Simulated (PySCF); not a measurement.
## Frontier levels across methods

Species: H9NSi4.
SMILES with atom numbers: `[NH:1]1[SiH2:2][SiH2:3][SiH2:4][SiH2:5]1` (hydrogens: H6 on N1; H7, H8 on Si2; H9, H10 on Si3; H11, H12 on Si4; H13, H14 on Si5)

Cartesian coordinates in Å at the PBE0-D3(BJ)/def2-SVP level; atoms count from 1:
```xyz
14
H9NSi4 angstrom
N      0.3142   -1.7537    0.4172
Si    -1.4228   -1.5530    0.3379
Si    -1.7432    0.7620    0.0458
Si     0.4954    1.4834   -0.0131
Si     1.6011   -0.5749    0.2852
H      0.6264   -2.7144    0.5478
H     -2.0861   -2.0501    1.5870
H     -2.0135   -2.3357   -0.7965
H     -2.4923    1.3654    1.1913
H     -2.4697    1.0647   -1.2260
H      0.8493    2.1240   -1.3174
H      0.8051    2.4365    1.0975
H      2.5120   -0.8886   -0.8636
H      2.4586   -0.5611    1.5150
```

Basis pcSseg-1 throughout (PySCF), one geometry. Geometry: PBE0-D3(BJ)/def2-SVP; no solvent, vibrations or thermal averaging.

Q: How do the orbital energies, the gap and the dipole change with the method?

A: 
| method | kind | HOMO (eV) | LUMO (eV) | gap (eV) | μ (D) | SCF cycles |
| --- | --- | --- | --- | --- | --- | --- |
| BLYP | GGA | -5.97 | -1.19 | 4.78 | 0.66 | 13 |
| PBE | GGA | -6.11 | -1.40 | 4.72 | 0.67 | 13 |
| B97-D | GGA | -6.11 | -1.25 | 4.86 | 0.66 | 13 |
| OPBE | GGA | -6.12 | -1.30 | 4.82 | 0.66 | 14 |
| KT2 | GGA | -6.17 | -1.47 | 4.70 | 0.59 | 14 |
| LDA | LDA | -6.18 | -1.54 | 4.65 | 0.65 | 13 |
| KT3 | GGA | -6.19 | -1.37 | 4.82 | 0.60 | 14 |
| BP86 | GGA | -6.23 | -1.48 | 4.75 | 0.67 | 13 |
| B97-2 | global hybrid | -7.19 | -0.63 | 6.56 | 0.64 | 12 |
| B3LYP | global hybrid | -7.20 | -0.75 | 6.45 | 0.65 | 12 |
| PBE0 | global hybrid | -7.44 | -0.64 | 6.81 | 0.65 | 11 |
| mPW1PW91 | global hybrid | -7.48 | -0.62 | 6.85 | 0.64 | 12 |
| BHandHLYP | global hybrid | -8.61 | 0.30 | 8.91 | 0.63 | 11 |
| CAM-B3LYP | range-separated hybrid | -8.78 | 0.48 | 9.26 | 0.63 | 11 |
| wB97X-D | range-separated hybrid | -9.32 | 1.07 | 10.39 | 0.67 | 12 |
| HF | Hartree–Fock | -10.03 | 2.47 | 12.50 | 0.65 | 10 |
| LC-wPBE | range-separated hybrid | -10.16 | 1.45 | 11.61 | 0.64 | 12 |

The HOMO spans 4.19 eV, from BLYP down to LC-wPBE, and the gap runs from 4.65 eV (LDA) to 12.50 eV (HF). Over the methods BLYP (0 %), PBE (0 %), B97-D (0 %), OPBE (0 %), KT2 (0 %), LDA (0 %), KT3 (0 %), BP86 (0 %), B97-2 (21 %), B3LYP (20 %), PBE0 (25 %), mPW1PW91 (25 %), BHandHLYP (50 %), HF (100 %), a straight line through the gap against the share of exact exchange rises by 0.79 eV for each 10 % (correlation coefficient 0.999). The dipole ranges from 0.59 D (KT2) to 0.67 D (BP86). This basis has no diffuse functions.
